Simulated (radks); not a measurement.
The numbers below are computed, except where a source is named.
Q: Numerical settings for the gadolinium ion Gd+, [Xe] 4f7 5d1 6s1. Code: a radial shooting solver on a logarithmic mesh with Libxc functionals. Model: scalar-relativistic Kohn-Sham, r2SCAN, spin-polarised, spherical densities, finite nucleus; open shells are filled with parallel spins first (spin-orbit coupling, left out, can overturn this in heavy ions); meta-GGA in the generalised Kohn-Sham scheme; Fermi nuclear charge, rms radius 5.1569 fm. The defaults (mesh step 0.008 in ln r, mesh end at 40 bohr or more with all orbitals vanishing there, Anderson mixing 0.5 over 9 steps, residual threshold near 1e-9 with the energy settled to 1e-9 hartree or 1e-11 of itself, here a cap of 50 iterations) give E = -11271.690 hartree and 5d at -8.961 eV in 11 iterations. Run on one thread of a shared host, so times are rough (Arm Neoverse N1): 0.31 s of CPU time, 0.31 s wall, 11 iterations on 2360 mesh points. One setting is changed at a time: mesh step in ln r 0.03; mesh step in ln r 0.003; mesh step in ln r 0.02; mesh end (bohr) 12; mesh end (bohr) 1; residual threshold 1e-16; residual threshold 0.1; mixing 0.05; linear mixing, mixing 1; linear mixing, mixing 0.2; mixing history 2; iteration cap 5. Which runs fail to converge, and which converge to a wrong energy?

A: Not converged within the cap: residual threshold 1e-16; linear mixing, mixing 1; linear mixing, mixing 0.2; iteration cap 5. Settled on a wrong energy, with an occupied level pushed above zero by the early mesh end: mesh end (bohr) 1 (+309 hartree). Apart from these: no run marked as converged misses the energy by more than 1 mhartree.
